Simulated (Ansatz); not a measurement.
Cost and result for the atomization energy of `C=CBr` (6 atoms, 5 bonds).

Charge 0, multiplicity 1. Correlated methods include outer-core shells of Br, which these sets cover unevenly. Scalar relativity is left out up to krypton. All single points use the PBE0-D4/def2-TZVP geometry. Program: Ansatz. All runs use 4 threads of an Arm Neoverse V2 on a shared host. Times are those of one run each, without the atoms' runs, and a repeat can differ threefold. Electronic energies, without spin–orbit coupling; frozen cores. CCSD(T)/CBS adds CCSD(T) − MP2 in def2-TZVPP to the MP2 limit, and its time is that of the two runs behind it. T1 = 0.009. With those shells the extrapolation isn't a true limit. B3LYP takes the VWN-RPA correlation (the form of Gaussian; ORCA's B3LYP/G).

CCSD(T)/CBS is a level of theory with its own doubt, some kJ/mol a heavy atom from the limit and from the frozen cores, so smaller differences don't rank the functionals.

```
                            level  functions  wall time
             revPBE-D4/def2-TZVPP        152     0.75 s
               BLYP-D4/def2-TZVPP        152      0.8 s
                 CCSD(T)/def2-SVP         75      1.1 s
          CAM-B3LYP-D4/def2-TZVPP        152      1.3 s
B3LYP-D4/def2-TZVPP (with forces)        152      1.4 s
              PBE-QIDH/def2-TZVPP        152      1.9 s
            r2SCANh-D4/def2-TZVPP        152        2 s
               ωB97X-V/def2-TZVPP        152      2.9 s
                B97M-V/def2-TZVPP        152        3 s
 ωB97M-V/def2-TZVPP (with forces)        152        4 s
                   MP2/def2-QZVPP        293        6 s
               CCSD(T)/def2-TZVPP        152       15 s
                CCSD(T)/CBS(def2)          –       21 s
```

(1) What atomization energy does each give, and how far from CCSD(T)/CBS? (Best estimate.)

Results:

(1) The calculation gave: 
```tsv
level	atomization (kJ/mol)	difference from CCSD(T)/CBS	per bond
revPBE-D4/def2-TZVPP	2232.2	7.4	1.5
BLYP-D4/def2-TZVPP	2224.4	-0.4	-0.1
CCSD(T)/def2-SVP	2116.1	-108.7	-21.7
CAM-B3LYP-D4/def2-TZVPP	2220.4	-4.4	-0.9
B3LYP-D4/def2-TZVPP (with forces)	2221.6	-3.2	-0.6
PBE-QIDH/def2-TZVPP	2218.7	-6.1	-1.2
r2SCANh-D4/def2-TZVPP	2218.0	-6.8	-1.4
ωB97X-V/def2-TZVPP	2215.0	-9.8	-2.0
B97M-V/def2-TZVPP	2223.4	-1.4	-0.3
ωB97M-V/def2-TZVPP (with forces)	2220.5	-4.3	-0.9
MP2/def2-QZVPP	2242.5	17.7	3.5
CCSD(T)/def2-TZVPP	2169.0	-55.8	-11.2
CCSD(T)/CBS(def2)	2224.8	0.0	0.0
```

From PBE to PBE0 (25 % exact exchange), in def2-TZVPP and without D4, the atomization energy moves by −45.3 kJ/mol: exact exchange takes away binding that semilocal exchange gives to molecules. The D4 term adds +15.5 kJ/mol with B3LYP and +7.8 kJ/mol with PBE0; it sums over pairs of atoms, weighted by their polarisabilities, and B3LYP, whose exchange is more repulsive, gets the larger term. At CCSD(T), def2-SVP lies −108.7 kJ/mol from the extrapolated value and def2-TZVPP −55.8 kJ/mol: correlation converges slowly with the basis, and small sets miss more of it in the bonded molecule than in its fragments.
